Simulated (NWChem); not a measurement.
The numbers come from NWChem runs, not from measurements. System: CH$_{4}$N$_{2}$S, charge 0, spin multiplicity 1, displaced from the optimised geometry.

Input file:

```
start mol
memory heap 200 mb stack 900 mb global 1100 mb
geometry units angstroms nocenter noautoz
  N     -1.118430    -0.358704    -1.069755
  C      0.000000     0.000000    -0.321637
  N      1.118430     0.358704    -1.069755
  S      0.000000     0.000000     1.380475
  H     -1.213374    -0.055553    -2.054918
  H     -1.991466    -0.495251    -0.535683
  H      1.213374     0.055553    -2.054918
  H      1.991466     0.495251    -0.535683
  symmetry group C2
end
basis spherical
  * library def2-svp
end
dft
  xc slater vwn_5
  semidirect memsize 60000000 filesize 0
  iterations 100
  convergence nodiis damp 40
end
task dft gradient
```

The output up to the point where the run's verdict is printed (cleaned and shortened):

```
             Northwest Computational Chemistry Package (NWChem) 7.3.0
             --------------------------------------------------------

                                NWChem Input Module
                                -------------------

 Scaling coordinates for geometry "geometry" by  1.889725989
 (inverse scale =  0.529177249)

 Turning off AUTOSYM since
 SYMMETRY directive was detected!

                             Geometry "geometry" -> ""
                             -------------------------

 Output coordinates in angstroms (scale by  1.889725989 to convert to a.u.)

  No.       Tag          Charge          X              Y              Z
 ---- ---------------- ---------- -------------- -------------- --------------
    1 N                    7.0000    -1.11843000    -0.35870400    -1.06975500
    2 C                    6.0000     0.00000000     0.00000000    -0.32163700
    3 N                    7.0000     1.11843000     0.35870400    -1.06975500
    4 S                   16.0000     0.00000000     0.00000000     1.38047500
    5 H                    1.0000    -1.21337400    -0.05555300    -2.05491800
    6 H                    1.0000    -1.99146600    -0.49525100    -0.53568300
    7 H                    1.0000     1.21337400     0.05555300    -2.05491800
    8 H                    1.0000     1.99146600     0.49525100    -0.53568300

 Effective nuclear repulsion energy (a.u.)     153.9140136923

            Nuclear Dipole moment (a.u.)
            ----------------------------
        X                 Y               Z
 ---------------- ---------------- ----------------
     0.0000000000     0.0000000000     0.0000113384

      Symmetry information
      --------------------

 Group name             C2
 Group number              4
 Group order               2
 No. of unique centers     5

      Symmetry unique atoms

     1    2    4    5    6


 Summary of "ao basis" -> "" (spherical)
 ------------------------------------------------------------------------------
       Tag                 Description            Shells   Functions and Types
 ---------------- ------------------------------  ------  ---------------------
[...]
 d= 0,ls=0.0         52   -359.3583595493  9.46D+01  3.82D-01               4.0
 d= 0,ls=0.0         53   -453.9545917139 -9.46D+01  3.82D-01               4.0
 d= 0,ls=0.0         54   -359.3583595493  9.46D+01  3.82D-01               4.1
 d= 0,ls=0.0         55   -453.9545917139 -9.46D+01  3.82D-01               4.2
 d= 0,ls=0.0         56   -359.3583595493  9.46D+01  3.82D-01               4.2
 d= 0,ls=0.0         57   -453.9545917139 -9.46D+01  3.82D-01               4.3
 d= 0,ls=0.0         58   -359.3583595493  9.46D+01  3.82D-01               4.4
 d= 0,ls=0.0         59   -453.9545917139 -9.46D+01  3.82D-01               4.4
 d= 0,ls=0.0         60   -359.3583595493  9.46D+01  3.82D-01               4.5
 d= 0,ls=0.0         61   -453.9545917139 -9.46D+01  3.82D-01               4.6
 d= 0,ls=0.0         62   -359.3583595493  9.46D+01  3.82D-01               4.6
 d= 0,ls=0.0         63   -453.9545917139 -9.46D+01  3.82D-01               4.7
 d= 0,ls=0.0         64   -359.3583595493  9.46D+01  3.82D-01               4.8
 d= 0,ls=0.0         65   -453.9545917139 -9.46D+01  3.82D-01               4.8
 d= 0,ls=0.0         66   -359.3583595493  9.46D+01  3.82D-01               4.9
 d= 0,ls=0.0         67   -453.9545917139 -9.46D+01  3.82D-01               5.0
 d= 0,ls=0.0         68   -359.3583595493  9.46D+01  3.82D-01               5.0
 d= 0,ls=0.0         69   -453.9545917139 -9.46D+01  3.82D-01               5.1
 d= 0,ls=0.0         70   -359.3583595493  9.46D+01  3.82D-01               5.2
 d= 0,ls=0.0         71   -453.9545917139 -9.46D+01  3.82D-01               5.2
 d= 0,ls=0.0         72   -359.3583595493  9.46D+01  3.82D-01               5.3
 d= 0,ls=0.0         73   -453.9545917139 -9.46D+01  3.82D-01               5.4
 d= 0,ls=0.0         74   -359.3583595493  9.46D+01  3.82D-01               5.4
 d= 0,ls=0.0         75   -453.9545917139 -9.46D+01  3.82D-01               5.5
 d= 0,ls=0.0         76   -359.3583595493  9.46D+01  3.82D-01               5.6
 d= 0,ls=0.0         77   -453.9545917139 -9.46D+01  3.82D-01               5.6
 d= 0,ls=0.0         78   -359.3583595493  9.46D+01  3.82D-01               5.7
 d= 0,ls=0.0         79   -453.9545917139 -9.46D+01  3.82D-01               5.8
 d= 0,ls=0.0         80   -359.3583595492  9.46D+01  3.82D-01               5.8
 d= 0,ls=0.0         81   -453.9545917139 -9.46D+01  3.82D-01               5.9
 d= 0,ls=0.0         82   -359.3583595492  9.46D+01  3.82D-01               6.0
 d= 0,ls=0.0         83   -453.9545917139 -9.46D+01  3.82D-01               6.0
 d= 0,ls=0.0         84   -359.3583595492  9.46D+01  3.82D-01               6.1
 d= 0,ls=0.0         85   -453.9545917139 -9.46D+01  3.82D-01               6.2
 d= 0,ls=0.0         86   -359.3583595493  9.46D+01  3.82D-01               6.2
 d= 0,ls=0.0         87   -453.9545917139 -9.46D+01  3.82D-01               6.3
 d= 0,ls=0.0         88   -359.3583595493  9.46D+01  3.82D-01               6.3
 d= 0,ls=0.0         89   -453.9545917139 -9.46D+01  3.82D-01               6.4
 d= 0,ls=0.0         90   -359.3583595493  9.46D+01  3.82D-01               6.5
 d= 0,ls=0.0         91   -453.9545917139 -9.46D+01  3.82D-01               6.5
 d= 0,ls=0.0         92   -359.3583595493  9.46D+01  3.82D-01               6.6
 d= 0,ls=0.0         93   -453.9545917139 -9.46D+01  3.82D-01               6.7
 d= 0,ls=0.0         94   -359.3583595493  9.46D+01  3.82D-01               6.7
 d= 0,ls=0.0         95   -453.9545917139 -9.46D+01  3.82D-01               6.8
 d= 0,ls=0.0         96   -359.3583595493  9.46D+01  3.82D-01               6.9
 d= 0,ls=0.0         97   -453.9545917139 -9.46D+01  3.82D-01               6.9
 d= 0,ls=0.0         98   -359.3583595493  9.46D+01  3.82D-01               7.0
 d= 0,ls=0.0         99   -453.9545917139 -9.46D+01  3.82D-01               7.0
 d= 0,ls=0.0        100   -359.3583595493  9.46D+01  3.82D-01               7.1
```

The run did not converge; its last values are not results. The next line reads: Calculation failed to converge. NWChem stopped with the message: dft gradient failed.
